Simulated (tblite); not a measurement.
Compound: C9H7N.
Numbering: `[cH:1]1[cH:2][n:3][cH:4][c:5]2[cH:6][cH:7][cH:8][c:9]-2[cH:10]1` (hydrogens: H11 on C1; H12 on C2; H13 on C4; H14 on C6; H15 on C7; H16 on C8; H17 on C10)

Computed with GFN2-xTB (tblite), gas phase: L-BFGS steps from a force-field or distance-geometry start until the largest atomic force falls under 0.01 eV/Å.

Step 43: E = -699.1515 eV
```
atom  x, y, z in Å  |  force x, y, z in eV/Å
C1     -2.0265   -1.0196   -0.0988    0.001   0.000   0.023
C2     -2.5050    0.2820    0.0422   -0.012  -0.021  -0.066
N3     -1.9011    1.4550    0.0300   -0.010  -0.059   0.003
C4     -0.6033    1.6824   -0.0235   -0.046   0.030   0.015
C5      0.4754    0.8156    0.0429   -0.024   0.021  -0.027
C6      1.8244    1.1703    0.0872   -0.038  -0.001  -0.029
C7      2.5901    0.0073    0.0894    0.010   0.008   0.014
C8      1.7565   -1.1061    0.0315   -0.001   0.037  -0.024
C9      0.4307   -0.6686    0.0050   -0.025   0.021  -0.019
C10    -0.7040   -1.4469   -0.1142   -0.036  -0.019   0.026
H11    -2.7790   -1.7974   -0.1691    0.008   0.077   0.011
H12    -3.5866    0.3830    0.1345    0.075  -0.007   0.011
H13    -0.3693    2.7433   -0.0986    0.012  -0.012   0.017
H14     2.2019    2.1764    0.1068   -0.004  -0.020   0.026
H15     3.6639   -0.0146    0.1182    0.058  -0.053   0.003
H16     2.0675   -2.1343    0.0056    0.023   0.012   0.011
H17    -0.5425   -2.5158   -0.1990    0.011  -0.016   0.005
```

Step 44: E = -699.1525 eV
```
atom  x, y, z in Å  |  force x, y, z in eV/Å
C1     -2.0263   -1.0194   -0.0962    0.018  -0.005   0.011
C2     -2.5049    0.2825    0.0345    0.004  -0.029  -0.058
N3     -1.9012    1.4552    0.0305   -0.027  -0.013   0.001
C4     -0.6036    1.6833   -0.0162   -0.021   0.011   0.020
C5      0.4749    0.8153    0.0395   -0.041   0.014  -0.012
C6      1.8233    1.1711    0.0812   -0.013  -0.021  -0.015
C7      2.5898    0.0086    0.0871    0.019  -0.009  -0.002
C8      1.7576   -1.1061    0.0327   -0.029   0.013  -0.040
C9      0.4308   -0.6699    0.0054   -0.025   0.013  -0.033
C10    -0.7049   -1.4489   -0.1089    0.026  -0.012   0.030
H11    -2.7791   -1.7952   -0.1652   -0.018   0.042   0.008
H12    -3.5866    0.3828    0.1149    0.043   0.002   0.015
H13    -0.3683    2.7450   -0.0760    0.007  -0.016   0.007
H14     2.2010    2.1770    0.0983   -0.006  -0.012   0.025
H15     3.6640   -0.0150    0.1148    0.048  -0.040   0.004
H16     2.0692   -2.1354    0.0037    0.014   0.054   0.026
H17    -0.5428   -2.5188   -0.1901    0.001   0.008   0.011
```

**Question.** Estimate the geometry and energy of step 45. (The exact step hangs on the optimiser's Hessian estimate; all steps are aligned on step 44, rigid shifts and turns removed.)

**Answer.** E = -699.1532 eV, largest force 0.079 eV/Å
```
atom  x, y, z in Å  |  force x, y, z in eV/Å
C1     -2.0260   -1.0189   -0.0938    0.034  -0.027  -0.002
C2     -2.5059    0.2825    0.0248    0.010   0.007  -0.037
N3     -1.9026    1.4557    0.0329   -0.025   0.009  -0.009
C4     -0.6044    1.6838   -0.0058   -0.017  -0.004   0.021
C5      0.4740    0.8150    0.0385   -0.027   0.001  -0.004
C6      1.8226    1.1712    0.0748    0.003  -0.021   0.001
C7      2.5906    0.0095    0.0822    0.023  -0.026  -0.016
C8      1.7585   -1.1058    0.0331   -0.029   0.000  -0.042
C9      0.4309   -0.6710    0.0075   -0.020   0.008  -0.041
C10    -0.7051   -1.4509   -0.1005    0.049  -0.001   0.024
H11    -2.7797   -1.7924   -0.1642   -0.033   0.008   0.009
H12    -3.5886    0.3829    0.0898    0.042   0.003   0.014
H13    -0.3674    2.7460   -0.0515   -0.001  -0.019   0.005
H14     2.2010    2.1769    0.0901   -0.012  -0.008   0.022
H15     3.6660   -0.0160    0.1060    0.007  -0.027   0.006
H16     2.0725   -2.1351    0.0038    0.000   0.073   0.031
H17    -0.5433   -2.5215   -0.1776   -0.005   0.025   0.017
```

The energy changes by -0.0008 eV. The first-order estimate −F·Δx gives -0.0011 eV and the mean of the old and new forces, exact on a quadratic surface, -0.0008 eV. The step makes an angle of 82° with the force vector and moves no atom by more than 0.025 Å.

The cost below is that of the whole relaxation. On one thread of an Arm Neoverse V2, shared host with 96 logical CPUs at a one-minute load of 72, this took 0.44 s of wall time.
